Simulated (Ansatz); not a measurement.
`[NH2][Mo](=[O])(=[O])[F]` + H–F → `[O]=[Mo](=[O])([F])[F]` + NH₃  (ligand exchange at a Mo–N bond)

Isolated molecules relaxed with PBE0-D4/def2-TZVP in Ansatz; ΔE leaves out vibrations. CCSD(T)/CBS is the MP2 limit (def2-TZVPP, def2-QZVPP) plus CCSD(T) − MP2 in def2-TZVPP, frozen cores. This one scheme is used for every species. Elements past krypton have def2 core potentials. For Mo outer-core shells are correlated without core-valence functions, which leaves a few kJ/mol of doubt a bond. Each species was taken in one conformer, which may not be the lowest.

```
                   species  CCSD(T)/CBS(def2) energy (Eh)
`[NH2][Mo](=[O])(=[O])[F]`                     -374.33425
                       H–F                     -100.39570
  `[O]=[Mo](=[O])([F])[F]`                     -418.23459
                       NH₃                      -56.50880
```

Q: Work out ΔE.

A: ΔE = (-418.23459) + (-56.50880) − (-374.33425) − (-100.39570) = -0.01344 Eh = -35.3 kJ/mol.

Largest T1 diagnostic among the species: 0.025, so the coupled-cluster value is less sure than usual.

Leaving LDA and LC-ωPBE aside and taking each functional with its dispersion term where it has one, the values, not all of them listed here, spread over 18.5 kJ/mol, from B97M-V to PBE-QIDH. LDA lies +12.6 kJ/mol from PBE without D4. From PBE to PBE0 (25 % exact exchange), in def2-TZVPP and without D4, ΔE moves by +6.0 kJ/mol. The D4 term adds +6.2 kJ/mol with B3LYP and +3.3 kJ/mol with PBE0; it sums over pairs of atoms, weighted by their polarisabilities, and B3LYP, whose exchange is more repulsive, gets the larger term.

B3LYP here is the variant with VWN-RPA as its local correlation; programs differ in this.
